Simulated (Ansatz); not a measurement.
Z-matrix (Å, degrees):
```
C
S 1 1.812
H 1 1.090 2 111.0
H 1 1.090 2 107.1 3 119.0
H 1 1.090 2 111.0 3 -121.9
Sn 2 2.415 1 107.7 3 60.9
S 6 2.438 2 95.5 1 0.0
H 7 1.344 6 92.6 2 -180.0
```

Charge 0, multiplicity 1. Sn takes the def2 core potential.

Q: List the r2SCAN/def2-TZVPP orbital energies in eV (the Gaussian-basis code of Ansatz). (An estimate is asked.)

A: Computed: Occupied: -2409.03, -2408.95, -273.83, -213.45, -213.34, -157.51, -157.42, -157.42, -157.36, -157.30, -157.26, -137.29, -92.20, -92.06, -91.97, -26.53, -26.46, -26.40, -26.39, -26.28, -20.10, -18.49, -16.22, -12.00, -10.90, -10.74, -9.97, -9.28, -7.11, -6.87, -6.23, -6.14. Lowest empty: -2.88, -1.17, -0.37, 0.16, 1.10, 2.27, 2.65, 2.68.
